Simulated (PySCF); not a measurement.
Job file and geometry (Å, from GFN2-xTB) of an NMR shielding run on SMILES [C@@H](OCOC)(C)B(F)F, C$_{4}$H$_{9}$BF$_{2}$O$_{2}$, GIAO PBE0/pcSseg-1 NMR shielding, non-relativistic, gas phase (PySCF); density fitting, a coarse starting grid and PySCF grid level 2 are the driver's defaults:

```
$ OMP_NUM_THREADS=1 python probes_run.py task.json out

{"job": {"kind": "nmr", "xc": "PBE0", "basis": "pcSseg-1"}, "charge": 0, "multiplicity": 1}
C      2.966999     0.128538    -0.029587
O      1.600637     0.425352     0.095162
C      0.896531     0.294834    -1.115877
O     -0.393267     0.769761    -0.983201
C     -1.198861     0.086987    -0.012165
C     -1.773482    -1.228428    -0.572268
B     -2.342108     1.064452     0.523722
F     -3.292663     0.615694     1.320760
F     -2.427487     2.341987     0.254927
H      3.459621     0.814260    -0.728850
H      3.398399     0.244442     0.961952
H      3.118866    -0.900598    -0.378597
H      1.358942     0.912530    -1.901413
H      0.923206    -0.767482    -1.439519
H     -0.555319    -0.162788     0.846605
H     -2.329761    -1.026788    -1.483909
H     -0.978549    -1.935210    -0.795585
H     -2.440461    -1.671224     0.161427
```

**Question.** What does the program print?

**Answer.** 
```
coarse grid: 15360 points
cycle   1  E = -532.0733380184  dE =  1.094e+00  |g| = 9.185e-01  |ddm| = 3.544e+00
cycle   2  E = -531.9382299469  dE =  1.351e-01  |g| = 1.309e+00  |ddm| = 1.393e+00
cycle   3  E = -532.2171038148  dE = -2.789e-01  |g| = 7.921e-02  |ddm| = 8.620e-01
cycle   4  E = -532.2180315966  dE = -9.278e-04  |g| = 4.074e-02  |ddm| = 7.040e-02
cycle   5  E = -532.2183747445  dE = -3.431e-04  |g| = 7.451e-03  |ddm| = 3.017e-02
cycle   6  E = -532.2183821317  dE = -7.387e-06  |g| = 3.129e-03  |ddm| = 5.837e-03
final grid: 150016 points
cycle   7  E = -532.3013672444  dE = -6.026e-05  |g| = 1.535e-02  |ddm| = 2.389e-02
cycle   8  E = -532.3013246397  dE =  4.260e-05  |g| = 2.213e-02  |ddm| = 1.956e-02
cycle   9  E = -532.3014065627  dE = -8.192e-05  |g| = 1.232e-03  |ddm| = 1.256e-02
cycle  10  E = -532.3014068829  dE = -3.203e-07  |g| = 2.358e-04  |ddm| = 1.226e-03
cycle  11  E = -532.3014068919  dE = -8.955e-09  |g| = 1.004e-04  |ddm| = 1.888e-04
cycle  12  E = -532.3014068935  dE = -1.557e-09  |g| = 3.212e-05  |ddm| = 8.217e-05
cycle  13  E = -532.3014068936  dE = -1.801e-10  |g| = 5.465e-06  |ddm| = 2.438e-05
converged SCF energy = -532.3014068936

GIAO shielding tensors (ppm)
atom      isotropic    diamagn.    paramagn.     s11        s22        s33       span
  0 C      131.829     242.182    -110.352    100.631    110.147    184.710     84.079
  1 O      296.390     402.635    -106.246    246.832    295.106    347.231    100.398
  2 C       89.958     243.104    -153.146     60.105     85.366    124.404     64.299
  3 O      259.036     397.617    -138.581    224.806    243.337    308.964     84.158
  4 C      126.413     252.888    -126.475     90.421    115.659    173.159     82.738
  5 C      173.758     247.983     -74.225    151.662    180.754    188.858     37.195
  6 B       73.183     193.797    -120.614     48.194     83.230     88.125     39.930
  7 F      251.083     466.869    -215.786     76.050    296.180    381.020    304.970
  8 F      241.729     467.768    -226.039     59.187    282.455    383.546    324.359
  9 H       28.453      27.670       0.783     24.401     26.095     34.863     10.462
 10 H       27.827      28.400      -0.572     23.821     25.524     34.138     10.317
 11 H       28.541      28.703      -0.162     24.487     26.356     34.779     10.292
 12 H       27.065      30.186      -3.121     22.589     27.414     31.192      8.603
 13 H       26.840      32.168      -5.328     22.629     28.258     29.633      7.004
 14 H       27.411      34.445      -7.034     22.597     29.360     30.275      7.678
 15 H       30.706      29.379       1.327     27.017     28.152     36.950      9.932
 16 H       29.832      31.174      -1.342     24.556     29.736     35.203     10.647
 17 H       30.743      29.591       1.151     26.220     28.809     37.199     10.980
```

Size and cost of the density-fitted run: 198 basis functions, 81 s wall time on 1 thread of an Intel Xeon, shared host; peak memory 0.86 GiB.
